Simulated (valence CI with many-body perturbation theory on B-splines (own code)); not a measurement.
## Level structure of Sb XIX

Computed by valence CI with perturbative core correlation (CI+MBPT): five valence electrons over a frozen Dirac-Fock core [Ar] 3d10, a basis of 11 s, 11 p, 10 d, 8 f, 5 g, 2 h functions for each j, with the one-electron correlation potential Σ1 (screened to all orders), the two-electron term Σ2, the three-electron term Σ3, Breit, model QED; selected single and double excitations, second order for the rest, scaled by the run's own slope (own B-spline code, finite nucleus).

No measured levels were compared; by estimate levels hold to about 250 cm⁻¹ or 0.2 % of their energy and the worst to 1 %, as in measured heavy ions of charge 2 to 7; those with d or f electrons hold less well. Among the levels kept, up to 2100 cm⁻¹ of a level comes from second order outside the variational space, and about a tenth of that is noise between levels of different J, which matters for small intervals.

Levels 91 to 135 of 168, with energies above the lowest level, 4s2 4p3 4S°_3/2. "Leading %" is the weight of the configuration and term that name the level; weights of strongly mixed levels are sums over their largest components and can fall short. In the jj column 3d3/2^4 stands for four electrons in 3d with j = 3/2. Lifetimes count E1, E2, E3, M1 and M2 decay at the calculated energies, and are blank where another channel may lead or the interval is too uncertain; long ones can be off by a factor of two.

```csv
No.,Configuration,Term,J,E (cm⁻¹),Leading %,Leading jj,Second component,Lifetime
91,4s 4p3 4d,2P°,3/2,1242100,34,4s 4p1/2 4p3/2^2 4d5/2 (31 %),14 % 4s 4p3 4d 4P°,5.26 ps
92,4s 4p3 4d,2F°,5/2,1243100,45,4s 4p1/2 4p3/2^2 4d5/2 (65 %),15 % 4s 4p3 4d 2D°,14.6 ps
93,4s 4p3 4d,4P°,1/2,1251400,45,4s 4p3/2^3 4d3/2 (51 %),20 % 4s 4p3 4d 2P°,3.95 ps
94,4s 4p3 4d,4D°,3/2,1254100,55,4s 4p1/2 4p3/2^2 4d3/2 (53 %),9 % 4s 4p3 4d 2D°,3.79 ps
95,4s 4p3 4d,4D°,1/2,1257800,63,4s 4p1/2 4p3/2^2 4d3/2 (52 %),13 % 4s 4p3 4d 2P°,3.48 ps
96,4s 4p3 4d,2G°,9/2,1262700,47,4s 4p3/2^3 4d5/2 (58 %),30 % 4s 4p3 4d 4F°,36.2 ps
97,4s 4p3 4d,4D°,5/2,1267900,22,4s 4p3/2^3 4d5/2 (47 %),14 % 4s 4p3 4d 4P°,14.0 ps
98,4s 4p3 4d,2P°,1/2,1272300,54,4s 4p1/2 4p3/2^2 4d5/2 (38 %),18 % 4s 4p3 4d 4D°,5.56 ps
99,4s 4p3 4d,2D°,3/2,1273800,52,4s 4p1/2 4p3/2^2 4d5/2 (57 %),19 % 4s 4p3 4d 2P°,7.82 ps
100,4s2 4p 4d2,4G°,5/2,1274100,22,4s 4p1/2 4p3/2^2 4d5/2 (25 %),10 % 4s 4p3 4d 2D°,7.05 ps
101,4s 4p3 4d,2D°,5/2,1283400,22,4s 4p1/2 4p3/2^2 4d3/2 (26 %),13 % 4s2 4p 4d2 4G°,4.88 ps
102,4s 4p3 4d,2F°,7/2,1293100,40,4s 4p3/2^3 4d5/2 (62 %),11 % 4s 4p3 4d 4D°,34.3 ps
103,4s 4p3 4d,2F°,5/2,1298600,32,4s 4p1/2 4p3/2^2 4d5/2 (19 %),16 % 4s2 4p 4d2 4G°,7.31 ps
104,4s 4p3 4d,2D°,3/2,1302300,36,4s 4p3/2^3 4d3/2 (25 %),9 % 4s 4p3 4d 2P°,3.78 ps
105,4s2 4p 4d2,4G°,7/2,1310200,44,4s^2 4p1/2 4d3/2 4d5/2 (40 %),19 % 4s2 4p2 4f 4G°,30.5 ps
106,4s 4p3 4d,2D°,5/2,1314400,27,4s 4p3/2^3 4d3/2 (48 %),20 % 4s 4p3 4d 2F°,3.69 ps
107,4s 4p3 4d,2S°,1/2,1315100,48,4s 4p1/2 4p3/2^2 4d3/2 (33 %),17 % 4s2 4p 4d2 2S°,3.51 ps
108,4s 4p3 4d,2P°,3/2,1317500,55,4s 4p1/2 4p3/2^2 4d5/2 (33 %),14 % 4s2 4p 4d2 2P°,2.98 ps
109,4s 4p3 4d,2F°,7/2,1325300,58,4s 4p3/2^3 4d3/2 (45 %),6 % 4s 4p3 4d 4D°,2.72 ps
110,4s 4p3 4d,2P°,3/2,1328800,50,4s 4p3/2^3 4d5/2 (50 %),9 % 4s 4p3 4d 2D°,8.25 ps
111,4s2 4p2 4f,4D°,7/2,1331200,13,4s^2 4p1/2^2 4f7/2 (35 %),12 % 4s2 4p 4d2 4G°,11.9 ps
112,4s2 4p 4d2,4G°,5/2,1335700,18,4s^2 4p1/2 4d3/2 4d5/2 (49 %),8 % 4s2 4p 4d2 2F°,7.13 ps
113,4s2 4p 4d2,4G°,9/2,1341100,44,4s^2 4p1/2 4d3/2 4d5/2 (44 %),17 % 4s2 4p 4d2 2H°,24.8 ps
114,4s 4p3 4d,2F°,7/2,1344200,35,4s 4p3/2^3 4d5/2 (53 %),20 % 4s 4p3 4d 4D°,9.43 ps
115,4s2 4p 4d2,4D°,3/2,1353100,19,4s^2 4p1/2 4d3/2 4d5/2 (49 %),18 % 4s2 4p 4d2 2D°,7.25 ps
116,4s2 4p 4d2,2H°,9/2,1354900,34,4s^2 4p1/2 4d5/2^2 (36 %),23 % 4s2 4p 4d2 4G°,62.0 ps
117,4s 4p3 4d,2D°,5/2,1355500,47,4s 4p3/2^3 4d5/2 (62 %),9 % 4s 4p3 4d 4D°,9.19 ps
118,4s2 4p 4d2,4D°,1/2,1359100,75,4s^2 4p1/2 4d3/2 4d5/2 (47 %),7 % 4s2 4p 4d2 2P°,6.10 ps
119,4s2 4p2 4f,4G°,5/2,1359800,19,4s^2 4p1/2^2 4f5/2 (27 %),13 % 4s2 4p 4d2 2F°,4.12 ps
120,4s 4p3 4d,2P°,1/2,1361200,41,4s 4p3/2^3 4d3/2 (52 %),12 % 4s 4p3 4d 4D°,3.32 ps
121,4s 4p3 4d,2D°,3/2,1363300,25,4s 4p3/2^3 4d3/2 (36 %),23 % 4s 4p3 4d 2P°,3.96 ps
122,4s2 4p 4d2,2F°,7/2,1366700,19,4s^2 4p1/2 4d5/2^2 (47 %),19 % 4s2 4p 4d2 4D°,13.1 ps
123,4s2 4p2 4f,2D°,5/2,1372700,21,4s 4p3/2^3 4d3/2 (32 %),16 % 4s 4p3 4d 2D°,3.47 ps
124,4s2 4p 4d2,4P°,1/2,1378500,53,4s^2 4p1/2 4d3/2 4d5/2 (30 %),11 % 4s 4p3 4d 2S°,4.02 ps
125,4s2 4p 4d2,4G°,11/2,1380400,37,4s^2 4p1/2 4p3/2 4f7/2 (47 %),29 % 4s2 4p2 4f 4G°,212 ps
126,4s2 4p 4d2,4F°,3/2,1382600,33,4s^2 4p1/2 4d3/2^2 (42 %),25 % 4s2 4p 4d2 4D°,3.41 ps
127,4s2 4p 4d2,4D°,5/2,1383000,25,4s^2 4p1/2 4d5/2^2 (28 %),21 % 4s2 4p 4d2 2F°,5.63 ps
128,4s2 4p 4d2,2D°,3/2,1392200,27,4s^2 4p1/2 4d5/2^2 (18 %),20 % 4s2 4p 4d2 4D°,5.17 ps
129,4s 4p3 4d,2P°,1/2,1397900,46,4s 4p3/2^3 4d5/2 (54 %),10 % 4s 4p3 4d 2S°,3.33 ps
130,4s2 4p2 4f,4G°,7/2,1398900,27,4s^2 4p1/2 4p3/2 4f5/2 (43 %),21 % 4s2 4p2 4f 4F°,4.78 ps
131,4s2 4p 4d2,4D°,5/2,1399700,31,4s^2 4p1/2 4d3/2 4d5/2 (40 %),15 % 4s2 4p 4d2 4P°,4.03 ps
132,4s2 4p2 4f,4G°,9/2,1402400,32,4s^2 4p1/2 4p3/2 4f7/2 (55 %),17 % 4s2 4p2 4f 4F°,5.65 ps
133,4s2 4p 4d2,4P°,3/2,1407200,29,4s^2 4p1/2 4d3/2 4d5/2 (29 %),10 % 4s2 4p 4d2 4F°,3.73 ps
134,4s2 4p2 4f,2G°,7/2,1407300,25,4s^2 4p1/2 4p3/2 4f7/2 (40 %),11 % 4s2 4p2 4f 2F°,6.88 ps
135,4s2 4p 4d2,4P°,3/2,1409100,31,4s^2 4p1/2 4p3/2 4f5/2 (25 %),17 % 4s2 4p2 4f 4F°,3.93 ps
```

Names give the largest LS component (configuration and term), which can be under half, so a name can repeat, a term be missing and a line seem to break the LS rules; names also repeat where a configuration has a term twice.

Where two levels of one J and parity lie close, their mixing, g and order are uncertain.
